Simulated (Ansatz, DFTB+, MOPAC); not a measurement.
System: CHS, charge -1, multiplicity 1. SMILES: [CH-]=S

Atoms: C1, S2, H3. Bonds: C1-S2, C1-H3.

Bond lengths (Å) and angles (degrees) optimised at PM3 with MOPAC; SCC-DFTB with DFTB+; B3LYP/6-31G* with Ansatz (an electronic-structure program); MP2/6-31G* with Ansatz, each started from the B3LYP-D3(BJ)/def2-TZVP structure (Ansatz) of the last column. A row stands for all coordinates that are equal there. 6-31G* holds six Cartesian d functions. No wavenumbers were computed at SCC-DFTB, MP2/6-31G*, so these may be saddle points.

```csv
coordinate,PM3,SCC-DFTB,B3LYP/6-31G*,MP2/6-31G*,B3LYP-D3(BJ)/def2-TZVP
C1-S2,1.598,1.658,1.715,1.691,1.682
C1-H3,1.098,1.152,1.137,1.130,1.124
S2-C1-H3,118.2,110.2,104.3,105.3,106.0
```

Mean signed difference of all 2 bond lengths from B3LYP-D3(BJ)/def2-TZVP: PM3 -0.055 Å, SCC-DFTB 0.002 Å, B3LYP/6-31G* 0.023 Å, MP2/6-31G* 0.007 Å.
